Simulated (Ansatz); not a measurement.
The cluster Cs₅⁻. Total charge -1; singlet. Geometry PBE0/def2-TZVPD.

Cartesian coordinates in Å:
```
Cs 4.2055 3.3023 -0.4271
Cs -3.0800 -1.7599 -1.5972
Cs 1.0937 0.1360 1.9850
Cs 0.2038 1.4022 -3.6231
Cs -2.4229 -3.0806 3.6623
```

In the def2 sets Cs takes a core potential; there is no spin–orbit coupling. B3LYP takes the VWN-RPA correlation. At HF/def2-TZVPD the restricted singlet is unstable: a solution with broken spin symmetry lies lower. The restricted singlet is unstable towards broken spin symmetry at other levels; at PBE/def2-SVPD, B3LYP/def2-TZVPD this wasn't settled. The structure comes from a short search, and lower isomers may exist.

Problem. Estimate the orbital energies around the gap (eV) in Ansatz with HF/def2-TZVPD, PBE/def2-SVPD, PBE/def2-TZVPD, B3LYP/def2-TZVPD, PBE0/def2-TZVPD.

Solution. 
```json
{"orbital": "HOMO−9", "HF/def2-TZVPD": "-16.12", "PBE/def2-SVPD": "-11.05", "PBE/def2-TZVPD": "-11.01", "B3LYP/def2-TZVPD": "-12.14", "PBE0/def2-TZVPD": "-12.48"}
{"orbital": "HOMO−8", "HF/def2-TZVPD": "-16.07", "PBE/def2-SVPD": "-11.05", "PBE/def2-TZVPD": "-11.01", "B3LYP/def2-TZVPD": "-12.14", "PBE0/def2-TZVPD": "-12.48"}
{"orbital": "HOMO−7", "HF/def2-TZVPD": "-16.07", "PBE/def2-SVPD": "-11.04", "PBE/def2-TZVPD": "-11.00", "B3LYP/def2-TZVPD": "-12.12", "PBE0/def2-TZVPD": "-12.47"}
{"orbital": "HOMO−6", "HF/def2-TZVPD": "-16.07", "PBE/def2-SVPD": "-11.02", "PBE/def2-TZVPD": "-10.98", "B3LYP/def2-TZVPD": "-12.12", "PBE0/def2-TZVPD": "-12.45"}
{"orbital": "HOMO−5", "HF/def2-TZVPD": "-16.06", "PBE/def2-SVPD": "-11.01", "PBE/def2-TZVPD": "-10.97", "B3LYP/def2-TZVPD": "-12.11", "PBE0/def2-TZVPD": "-12.44"}
{"orbital": "HOMO−4", "HF/def2-TZVPD": "-16.06", "PBE/def2-SVPD": "-11.00", "PBE/def2-TZVPD": "-10.96", "B3LYP/def2-TZVPD": "-12.10", "PBE0/def2-TZVPD": "-12.43"}
{"orbital": "HOMO−3", "HF/def2-TZVPD": "-16.06", "PBE/def2-SVPD": "-10.95", "PBE/def2-TZVPD": "-10.91", "B3LYP/def2-TZVPD": "-12.07", "PBE0/def2-TZVPD": "-12.38"}
{"orbital": "HOMO−2", "HF/def2-TZVPD": "-1.86", "PBE/def2-SVPD": "-0.65", "PBE/def2-TZVPD": "-0.63", "B3LYP/def2-TZVPD": "-0.92", "PBE0/def2-TZVPD": "-1.07"}
{"orbital": "HOMO−1", "HF/def2-TZVPD": "-1.00", "PBE/def2-SVPD": "-0.23", "PBE/def2-TZVPD": "-0.21", "B3LYP/def2-TZVPD": "-0.40", "PBE0/def2-TZVPD": "-0.51"}
{"orbital": "HOMO", "HF/def2-TZVPD": "-0.67", "PBE/def2-SVPD": "-0.04", "PBE/def2-TZVPD": "-0.03", "B3LYP/def2-TZVPD": "-0.22", "PBE0/def2-TZVPD": "-0.29"}
{"orbital": "LUMO", "HF/def2-TZVPD": "1.73", "PBE/def2-SVPD": "0.37", "PBE/def2-TZVPD": "0.38", "B3LYP/def2-TZVPD": "0.64", "PBE0/def2-TZVPD": "0.66"}
{"orbital": "LUMO+1", "HF/def2-TZVPD": "1.75", "PBE/def2-SVPD": "0.45", "PBE/def2-TZVPD": "0.46", "B3LYP/def2-TZVPD": "0.68", "PBE0/def2-TZVPD": "0.71"}
{"orbital": "LUMO+2", "HF/def2-TZVPD": "2.00", "PBE/def2-SVPD": "0.72", "PBE/def2-TZVPD": "0.74", "B3LYP/def2-TZVPD": "1.06", "PBE0/def2-TZVPD": "1.00"}
{"orbital": "LUMO+3", "HF/def2-TZVPD": "2.11", "PBE/def2-SVPD": "0.83", "PBE/def2-TZVPD": "0.85", "B3LYP/def2-TZVPD": "1.16", "PBE0/def2-TZVPD": "1.10"}
{"orbital": "LUMO+4", "HF/def2-TZVPD": "2.19", "PBE/def2-SVPD": "0.88", "PBE/def2-TZVPD": "0.93", "B3LYP/def2-TZVPD": "1.24", "PBE0/def2-TZVPD": "1.21"}
{"orbital": "LUMO+5", "HF/def2-TZVPD": "2.22", "PBE/def2-SVPD": "0.91", "PBE/def2-TZVPD": "0.98", "B3LYP/def2-TZVPD": "1.27", "PBE0/def2-TZVPD": "1.25"}
```
